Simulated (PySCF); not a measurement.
# How the method moves the HOMO and LUMO of `N#Cc1cccnc1`

Species: C6H4N2.
Structure used (PBE0-D3(BJ)/def2-SVP), in Å, numbered top down from 1:
```xyz
12
C6H4N2 angstrom
N      3.4531    0.8181   -0.2160
C      2.3422    0.4882   -0.1924
C      0.9722    0.0787   -0.1633
C     -0.0647    1.0209   -0.1468
C     -1.3734    0.5583   -0.1182
C     -1.5933   -0.8200   -0.1072
N     -0.6140   -1.7208   -0.1229
C      0.6368   -1.2862   -0.1503
H      0.1629    2.0887   -0.1563
H     -2.2150    1.2531   -0.1043
H     -2.6160   -1.2132   -0.0844
H      1.4315   -2.0400   -0.1630
```

Basis pcSseg-1 throughout (PySCF), one geometry. Geometry: PBE0-D3(BJ)/def2-SVP; no solvent, vibrations or thermal averaging.

Question: How do the orbital energies, the gap and the dipole change with the method?

Answer: 
```json
{"method": "PBE", "kind": "GGA", "HOMO (eV)": "-6.55", "LUMO (eV)": "-2.90", "gap (eV)": "3.65", "μ (D)": "3.81", "SCF cycles": "16"}
{"method": "B97-D", "kind": "GGA", "HOMO (eV)": "-6.59", "LUMO (eV)": "-2.80", "gap (eV)": "3.79", "μ (D)": "3.86", "SCF cycles": "16"}
{"method": "LDA", "kind": "LDA", "HOMO (eV)": "-6.67", "LUMO (eV)": "-3.17", "gap (eV)": "3.50", "μ (D)": "3.90", "SCF cycles": "16"}
{"method": "BP86", "kind": "GGA", "HOMO (eV)": "-6.68", "LUMO (eV)": "-3.00", "gap (eV)": "3.68", "μ (D)": "3.86", "SCF cycles": "16"}
{"method": "B3LYP", "kind": "global hybrid", "HOMO (eV)": "-7.88", "LUMO (eV)": "-2.20", "gap (eV)": "5.68", "μ (D)": "3.92", "SCF cycles": "15"}
{"method": "PBE0", "kind": "global hybrid", "HOMO (eV)": "-8.16", "LUMO (eV)": "-2.04", "gap (eV)": "6.12", "μ (D)": "3.95", "SCF cycles": "15"}
{"method": "HF", "kind": "Hartree–Fock", "HOMO (eV)": "-10.16", "LUMO (eV)": "1.60", "gap (eV)": "11.76", "μ (D)": "4.27", "SCF cycles": "13"}
{"method": "LC-wPBE", "kind": "range-separated hybrid", "HOMO (eV)": "-10.74", "LUMO (eV)": "0.05", "gap (eV)": "10.78", "μ (D)": "3.95", "SCF cycles": "14"}
```

The HOMO spans 4.19 eV, from PBE down to LC-wPBE, and the gap runs from 3.50 eV (LDA) to 11.76 eV (HF). Over the methods PBE (0 %), B97-D (0 %), LDA (0 %), BP86 (0 %), B3LYP (20 %), PBE0 (25 %), HF (100 %), a straight line through the gap against the share of exact exchange rises by 0.81 eV for each 10 % (correlation coefficient 0.997). The dipole ranges from 3.81 D (PBE) to 4.27 D (HF). This basis has no diffuse functions.

The vertical ΔSCF ionisation energy at CAM-B3LYP/def2-SVPD is 10.19 eV; −ε(HOMO) comes closest to it with HF (10.16 eV).
